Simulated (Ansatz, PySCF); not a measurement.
Reaction (SMILES): [O][SiH2]O -> [O-][SiH2]O (an electron is taken up)
Each molecule is optimised on its own at B3LYP-D3(BJ)/def2-TZVP (Ansatz, a program for electronic structure), one conformer each, not searched for the lowest. Frequencies are from Ansatz or PySCF.

Quantity: adiabatic electron affinity (0 K, with B3LYP-D3(BJ) harmonic zero-point energies), positive where the reaction releases energy, in eV. Valence correlation only, unless marked. Open shells are spin-unrestricted. No spin-orbit coupling. Non-relativistic. Anions need diffuse functions: aug- sets have them; def2-D sets add few; the other sets have none. Basis-set limits of correlation are two-point, X^-3; Hartree-Fock from the larger set. The bracket is a focal-point correction in the basis named.

Level to compare with: RI-MP2/CBS(aug-cc-pV(T+d)Z,aug-cc-pV(Q+d)Z)+[CCSD(T)-MP2]/aug-cc-pV(T+d)Z (Ansatz), 3.46 eV. It is a level with limits of its own, and the differences hold the functionals' basis error too.

Rank these functionals by how close they come to RI-MP2/CBS(aug-cc-pV(T+d)Z,aug-cc-pV(Q+d)Z)+[CCSD(T)-MP2]/aug-cc-pV(T+d)Z, closest first: BHLYP/def2-TZVPD (Ansatz); HSE06/def2-TZVPD (Ansatz); PBE/def2-TZVPD (Ansatz).

PBE/def2-TZVPD (GGA, 3.25 eV, difference -0.21), HSE06/def2-TZVPD (screened hybrid, 3.13 eV, difference -0.33), BHLYP/def2-TZVPD (global hybrid, 2.87 eV, difference -0.59)
